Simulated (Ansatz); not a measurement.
Start from `[CH3][SbH][SeH]` and change one element to get `[CH3][SbH][OH]`.

Ansatz, PBE0-D4/def2-TZVP geometries, multiplicity 1. Each molecule was computed in one conformer, which needn't be the lowest.

Elements past krypton have def2 core potentials. Scalar relativity is left out up to krypton. Spin–orbit coupling is left out; it splits and shifts lone-pair levels of the heavy atoms by tenths of an eV.

```csv
property,`[CH3][SbH][SeH]`
"ideal-gas entropy at 298 K and 1 bar (rigid rotor, harmonic PBE0-D4/def2-TZVP) / J/(mol·K)",347
zero-point energy (PBE0-D4/def2-TZVP) / kJ/mol,134.7
HOMO energy (ωB97M-V/def2-TZVPP) / eV,-8.85
LUMO energy (PBE0/def2-TZVPP) / eV,-1.13
HOMO–LUMO gap (PBE0/def2-TZVPP) / eV,5.61
HOMO energy (B3LYP/def2-TZVPP) / eV,-6.51
```

Problem. Give the same properties after the change, and the shifts. (Estimate.)

Solution. Computed: 
```json
{"property": "ideal-gas entropy at 298 K and 1 bar (rigid rotor, harmonic PBE0-D4/def2-TZVP) / J/(mol·K)", "`[CH3][SbH][OH]`": "318", "shift": "-29"}
{"property": "zero-point energy (PBE0-D4/def2-TZVP) / kJ/mol", "`[CH3][SbH][OH]`": "148.0", "shift": "13.3"}
{"property": "HOMO energy (ωB97M-V/def2-TZVPP) / eV", "`[CH3][SbH][OH]`": "-9.10", "shift": "-0.25"}
{"property": "LUMO energy (PBE0/def2-TZVPP) / eV", "`[CH3][SbH][OH]`": "-0.82", "shift": "0.31"}
{"property": "HOMO–LUMO gap (PBE0/def2-TZVPP) / eV", "`[CH3][SbH][OH]`": "6.16", "shift": "0.55"}
{"property": "HOMO energy (B3LYP/def2-TZVPP) / eV", "`[CH3][SbH][OH]`": "-6.82", "shift": "-0.31"}
```

With PBE0 the HOMO falls by 0.24 eV and the LUMO rises by 0.31 eV, so the gap widens by about 0.55 eV. PBE moves the HOMO by -0.27 eV and ωB97M-V by -0.25 eV.

Positive LUMOs are unbound, so they and the gaps depend on the basis.

B3LYP here is the variant with VWN-RPA as its local correlation; programs differ in this.
